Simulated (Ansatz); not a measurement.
Reaction (formal exchange of groups at a C–Si bond): `B[Si](C)(F)Cl` + `[SiH3][GeH3]` → `C[SiH2][GeH3]` + `B[SiH](F)Cl`

Computed with Ansatz on PBE0-D4/def2-TZVP structures; ΔE is electronic, products minus reactants. CBS: MP2 limit from def2 TZ/QZ plus the TZ coupled-cluster correction, frozen cores. Functionals use def2-TZVPP. B3LYP here is the variant with VWN-RPA as its local correlation; programs differ in this. For Ge outer-core shells are correlated without core-valence functions, which leaves a few kJ/mol of doubt a bond. Scalar relativity is left out up to krypton.

| level | ΔE (eV) |
| --- | --- |
| B3LYP-D4 | 0.18 |
| ωB97X-V | 0.18 |
| HF/def2-TZVPP | 0.15 |
| MP2/def2-TZVPP | 0.16 |
| HF/def2-QZVPP | 0.15 |
| MP2/def2-QZVPP | 0.16 |
| HF/CBS(def2) | 0.15 |
| CCSD/CBS(def2) | 0.16 |

Problem. What does CCSD(T)/CBS give? (Best estimate.)

Solution. The calculation gave: +0.16 eV. The listed levels differ from it by 0.02, 0.02, -0.01, 0.00, -0.01, 0.00, -0.01, 0.00 eV.

Largest T1 diagnostic among the species: 0.012.
